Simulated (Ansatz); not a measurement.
A structure relaxed at PBE0-D4/def2-TZVP, charge 0, multiplicity 1:

```xyz
12

O     1.2625    1.8184   -0.0856
Si    0.2063    0.7849   -0.7732
O     0.6099    0.6997   -2.3417
Cl   -1.6900    1.5033   -0.4683
N     0.2064   -0.8023   -0.1483
Si   -0.7488   -1.4796    1.1050
Cl   -0.4593   -0.4800    2.8912
H     1.1160    2.0584    0.8315
H     0.9609    1.4977   -2.7416
H     1.0287   -1.3412   -0.3888
H    -0.3011   -2.8755    1.3028
H    -2.1914   -1.3839    0.8169
```

(1) Give its formula and SMILES.

(2) Summarise the bond lengths by kind.

Answers

(1) Cl2H5NO2Si2, `O[Si](O)(Cl)N[SiH2]Cl`.

(2) 2 × O–Si 1.622 to 1.630 Å; 2 × H–O 0.959 Å; 2 × Cl–Si 2.051 to 2.067 Å; 2 × N–Si 1.706 to 1.715 Å; 1 × H–N 1.012 Å; 2 × H–Si 1.474 to 1.479 Å.

All numbers were calculated with Ansatz.
